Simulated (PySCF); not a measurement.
Cu(NH3)Br (singlet state).
Structure used (PBE0-D3(BJ)/def2-SVP), in Å, numbered top down from 1:
```xyz
6
BrCuH3N angstrom
Cu    -0.006    0.005   -1.124
N      0.000   -0.003    0.827
H     -0.412    0.846    1.220
H      0.946   -0.070    1.207
H     -0.526   -0.789    1.212
Br    -0.002    0.011   -3.342
```

Computed at PBE0/pcSseg-1 (pcSseg-2 on Cu) (PySCF, non-relativistic), with Q(63Cu) = −0.22 b, Q(14N) = 0.02044 b, Q(79Br) = 0.313 b: Cu1, 63Cu (I = 3/2): χzz = 41.10 MHz, η = 0.000; N2, 14N (I = 1): χzz = -3.154 MHz, η = 0.000; Br6, 79Br (I = 3/2): χzz = 221.6 MHz, η = 0.000.

Problem. Find the zero-field quadrupole resonance frequencies of 63Cu at Cu1.

Solution. From ν = (|χ|/2)√(1 + η²/3): ν = 20.55 MHz (copper bonded to Br and N).

Problem. Find the zero-field quadrupole resonance frequencies of 14N at N2.

Solution. From ν± = (3/4)|χ|(1 ± η/3) and ν0 = |χ|η/2: ν+ 2.366 MHz, ν− 2.365 MHz (nitrogen bonded to Cu and 3 H).

Problem. Where would the pure quadrupole (NQR) lines of 79Br at Br6 fall for the rigid, isolated species?

Solution. From ν = (|χ|/2)√(1 + η²/3): ν = 110.8 MHz (bromine bonded to Cu). For 81Br the ratio of quadrupole moments, 0.8354, gives 92.57 MHz.

In a crystal, neighbours and librations shift these lines. The calculation is non-relativistic, for bromine too. A larger basis could move these couplings by a tenth or more. Field gradients at transition-metal nuclei can change strongly with the functional.
